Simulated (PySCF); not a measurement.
**Polarisability and C₆ of Rh⁺ (rhodium, charge +1)**

[Kr] 4d8, high-spin 3F determinant. Computed with PySCF 2.14 in aug-cc-pwCVQZ-PP with ECP28MDF (9s9p8d5f4g3h, 180 functions), with a scalar-relativistic core potential. Coupled (time-dependent) response in atomic units; α is the mean over directions.

| method | mean α (bohr³) | C₆ (like pair) | S(−4) |
| --- | --- | --- | --- |
| PW91 | 14.33 | 90.11 | 88.12 |

S(−4) is the Cauchy moment in α(ω) = α(0) + S(−4) ω² + …

Spin-orbit coupling is absent.

α(iu) at PW91:

```
u (hartree)  α(iu) (bohr³)
          0          14.33
     0.0500          14.12
      0.100          13.54
      0.200          11.86
      0.300          10.18
      0.500          7.674
      0.750          5.687
       1.00          4.401
       1.50          2.868
       2.00          2.008
       3.00          1.127
       5.00         0.4873
```

A single London oscillator, α(iu) = α/(1 + u²/ω²), gives C₆ = (3/4) ω α². Matching the computed C₆ needs ω = 4 × 90.11 / (3 × 14.33²) = 0.585 hartree.

For an ion, C₆ is the dispersion term alone; charge-induced terms of lower order in 1/R come first.

Energies and moments cover only the electrons outside the core potential.
